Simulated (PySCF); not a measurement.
```xyz
3
charge 0 multiplicity 4, angstrom
W    -0.5444    0.0000   -0.3006
O    -2.1752    0.0000    0.1337
Br    1.7090    0.0000    0.6696
```

All numbers come from UPBE0/[W def2-TZVP with ECP60, O def2-TZVP, Br def2-TZVP], scalar-relativistic core potentials, density fitting, no spin–orbit coupling, PySCF.

This geometry of WOBr is a stationary point at this level.

What is the point group?

Cs.

Is it a minimum?

Yes: all harmonic wavenumbers are real.

Which band is strongest in the infrared?

1034 cm⁻¹ (a'), 185 km/mol.

What is the atomisation energy, with and without zero-point energy?

1090 kJ/mol without, 1082 kJ/mol with.

This need not be the most stable arrangement of these atoms. With open d or f shells other occupations or spin states may lie lower. Spin–orbit coupling, left out here, can matter for elements this heavy.
